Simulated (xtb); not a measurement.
H₁₂N₄Zn, SMILES [NH3]->[Zn+2](<-[NH3])(<-[NH3])<-[NH3], charge +2. All values are semi-empirical tight-binding results from xtb (GFN2-xTB unless named), good for trends rather than for accurate numbers. The structure is a stationary point at GFN2-xTB. The isomer is the one that the SMILES or the coordinates give; other isomers of the formula were not compared.

Optimised geometry:

Bonds (Å): Zn1–N2 2.056, Zn1–N6 2.056, Zn1–N10 2.056, Zn1–N14 2.056, N2–H3 1.023, N2–H4 1.023, N2–H5 1.023, N6–H7 1.023, N6–H8 1.023, N6–H9 1.023, N10–H11 1.023, N10–H12 1.023, N10–H13 1.023, N14–H15 1.023, N14–H16 1.023, N14–H17 1.023. Angles (°): N2–Zn1–N6 109.4, N2–Zn1–N10 109.5, N2–Zn1–N14 109.4, N6–Zn1–N10 109.4, N6–Zn1–N14 109.6, N10–Zn1–N14 109.4, Zn1–N2–H3 113.8, Zn1–N2–H4 113.7, Zn1–N2–H5 113.8, H3–N2–H4 104.9, H3–N2–H5 104.9, H4–N2–H5 104.9, Zn1–N6–H7 113.8, Zn1–N6–H8 113.7, Zn1–N6–H9 113.8, H7–N6–H8 104.9, H7–N6–H9 104.9, H8–N6–H9 104.9, Zn1–N10–H11 113.8, Zn1–N10–H12 113.7, Zn1–N10–H13 113.8, H11–N10–H12 104.9, H11–N10–H13 104.9, H12–N10–H13 104.9, Zn1–N14–H15 113.7, Zn1–N14–H16 113.7, Zn1–N14–H17 113.8, H15–N14–H16 104.9, H15–N14–H17 104.9, H16–N14–H17 104.9.
Charge +2, spin multiplicity 1.

For metal compounds this method's bond lengths and energies can be far off.

```yaml
point_group_as_xtb_finds_it: T
orbital_gap: 6.66 eV
zero_point_energy: 91.3 kcal/mol
G − E(el) at 298.15 K (modified RRHO): 68.4 kcal/mol
```

Computed atomic charges and the Wiberg bond orders between heavy atoms:
charges (e) Zn1 0.24, N2 -0.31, H3 0.25, H4 0.25, H5 0.25, N6 -0.31, H7 0.25, H8 0.25, H9 0.25, N10 -0.31, H11 0.25, H12 0.25, H13 0.25, N14 -0.31, H15 0.25, H16 0.25, H17 0.25. Bond orders Zn1–N2 0.50, Zn1–N6 0.50, Zn1–N10 0.50, Zn1–N14 0.50.
